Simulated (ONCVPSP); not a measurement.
# Configuration tests for platinum (ONCV)

Pt, optimised norm-conserving Vanderbilt (ONCV), made with ONCVPSP 4.0.1 (PBEsol, fully relativistic). Core [Kr] 4d10 4f14, reference 5s2 5p6 5d9 6s0.75 (charge +0.25). Waves: 5s+6s: rc 1.55 bohr, ncon 4, nbas 8, qcut 6.2 1/bohr, 2 projectors; 5p: rc 1.55 bohr, ncon 4, nbas 8, qcut 7.7 1/bohr, 2 projectors, debl 1.1 Ha; 5d: rc 1.85 bohr, ncon 3, nbas 8, qcut 9.6 1/bohr, 1 projector. Local part: polynomial inside 1.50 bohr (lpopt 4, dvloc0 1 Ha). Core correction: Teter function, fcfact 3.5, rcfact 1.7.

Open shells are filled in proportion to 2j + 1.

In the p channel the program set the typed energies aside and used -1.982, 0.250 Ha (j = l + 1/2; the other j can differ).

Energies are relative to the spin-unpolarised reference configuration 5s2 5p6 5d9 6s0.75; without spin polarisation the order of configurations can differ from experiment.

```json
{"valence configuration": "5s2 5p6 5d9 6s1", "charge": "0", "ΔE all-electron (eV)": "-1.642", "error AE − PS (meV)": "-0.2"}
{"valence configuration": "5s2 5p6 5d9 6s0", "charge": "+1", "ΔE all-electron (eV)": "7.600", "error AE − PS (meV)": "-2.4"}
{"valence configuration": "5s1 5p6 5d9 6s1", "charge": "+1", "ΔE all-electron (eV)": "106.753", "error AE − PS (meV)": "-465"}
```

**Question.** What are ΔE and the potential's error for 5s2 5p6 5d8 6s0?

**Answer.** ΔE = 27.613 eV all-electron; the error (AE − PS) is -0.6 meV.
